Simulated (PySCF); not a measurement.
Si(OMe)2Cl2, C2H6Cl2O2Si.
Z-matrix (Å and degrees, PBE0-D3(BJ)/def2-SVP geometry), rows numbered from 1:
```
Si
O   1  1.6249
C   2  1.4054  1  126.99
H   3  1.1024  2  111.29  1   -63.50
H   3  1.0991  2  108.16  1   177.34
H   3  1.1028  2  111.42  1    58.11
O   1  1.6255  2  106.81  3  -179.12
C   7  1.4056  1  126.11  2  -179.90
H   8  1.1031  7  111.36  1   -59.19
H   8  1.0985  7  108.16  1  -178.48
H   8  1.1031  7  111.29  1    62.22
Cl  1  2.0546  2  111.06  3    60.17
Cl  1  2.0563  2  110.98  3   -58.55
```

The closed-shell ground state was solved at several levels (PySCF, density fitting, gas phase, non-relativistic).

| level | basis functions | HOMO (eV) | LUMO (eV) | gap (eV) | dipole (D) |
| --- | --- | --- | --- | --- | --- |
| B3LYP/pcSseg-1 | 170 | -8.50 | 0.37 | 8.87 | 0.08 |
| PBE0/pcSseg-1 | 170 | -8.79 | 0.62 | 9.41 | 0.10 |

Task: What might PBE0/def2-SVPD (212 basis functions) give for the same quantities?

Result: HOMO -8.83 eV, LUMO 0.00 eV, gap 8.83 eV, dipole 0.09 D.

Task: Over all these levels, which gives the widest orbital gap and which the narrowest?

Result: PBE0/pcSseg-1 has the widest, 9.41 eV, and PBE0/def2-SVPD the narrowest, 8.83 eV. The two share the functional. From the narrowest to the widest the HOMO moves by +0.04 eV and the LUMO by +0.62 eV.

Task: How far do the dipole and the HOMO energy spread over the levels?

Result: The dipole runs from 0.08 to 0.10 D (mean 0.09 D) and the HOMO from -8.83 to -8.50 eV.

One conformer stands for the species.
